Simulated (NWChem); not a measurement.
Species: Si2H4, singlet; SMILES [SiH][SiH3]

```xyz
6

Si     0.1248     1.3373     0.4861
H      1.1816     1.3556    -0.6263
Si    -0.0888    -1.0184     0.1143
H      1.2470    -1.6727     0.3224
H     -0.4973    -1.2511    -1.3122
H     -1.0830    -1.7035     0.9981
```
Atoms are numbered in this order, from 1.

Results from NWChem. Low-valent species are run as closed-shell singlets; no triplet was tried in these runs. Geometry: optimised at PBE0/def2-SVP. Level: PBE0/aug-cc-pVDZ; the question gives the wavelength of the field.

Estimate the computed values for field 1065 nm. Quantities: isotropic polarisability (bohr³); anisotropy (bohr³).


```yaml
isotropic polarisability (bohr³): 71.0
anisotropy (bohr³): 32.1
```
